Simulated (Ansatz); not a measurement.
Reaction (silylene formation by 1,1-elimination): `CN[SiH2]C=O` → `CNC=O` + `[SiH2]`

Isolated molecules relaxed with PBE0-D4/def2-TZVP in Ansatz; ΔE leaves out vibrations. CCSD(T)/CBS is the MP2 limit (def2-TZVPP, def2-QZVPP) plus CCSD(T) − MP2 in def2-TZVPP, frozen cores. This one scheme is used for every species. DFT in def2-TZVPP. Each species was taken in one conformer, which may not be the lowest.

```
         level  ΔE (kJ/mol)
           PBE        184.8
CCSD/CBS(def2)        207.4
```

(1) What does CCSD(T)/CBS give? (An estimate is asked.)

Largest T1 diagnostic among the species: 0.015.

Results:

(1) Ansatz gave: +209.6 kJ/mol. The listed levels differ from it by -24.8, -2.2 kJ/mol.

From PBE to PBE0 (25 % exact exchange), in def2-TZVPP and without D4, ΔE moves by +10.8 kJ/mol. In def2-TZVPP, CCSD(T) changes the Hartree–Fock value by +12.2 kJ/mol (the triples alone add +2.2 kJ/mol) and MP2 by +27.9 kJ/mol. The D4 term adds +13.7 kJ/mol with B3LYP and +7.6 kJ/mol with PBE0; it sums over pairs of atoms, weighted by their polarisabilities, and B3LYP, whose exchange is more repulsive, gets the larger term.

B3LYP here is the variant with VWN-RPA as its local correlation; programs differ in this.
